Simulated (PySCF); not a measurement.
C3H8O2Si, SMILES O=C([SiH2]C)OC, singlet (GFN2-xTB optimised geometry):

```
14

C      1.516     1.566     0.001
O      0.867     0.299     0.000
C     -0.474     0.299     0.000
O     -1.130     1.311     0.000
Si    -1.122    -1.507     0.007
C     -0.436    -2.361    -1.542
H      2.584     1.367     0.018
H      1.216     2.140     0.881
H      1.242     2.128    -0.894
H     -2.584    -1.455     0.011
H     -0.605    -2.140     1.225
H     -0.793    -1.886    -2.452
H      0.650    -2.328    -1.557
H     -0.736    -3.405    -1.576
```

Calculation: PBE0/def2-TZVP (PySCF).

**Question.** What are the frontier orbital energies and the dipole moment?

**Answer.** HOMO-2 -9.40 eV, HOMO-1 -8.80 eV, HOMO -7.54 eV, LUMO -0.50 eV, LUMO+1 0.93 eV; dipole moment 2.25 D.

Meta-Löwdin charges at PBE0/def2-TZVP: C1 -0.14, O2 -0.34, C3 0.31, O4 -0.45, Si5 0.60, C6 -0.60, H7 0.13, H8 0.13, H9 0.13, H10 -0.09, H11 -0.09, H12 0.14, H13 0.14, H14 0.14.
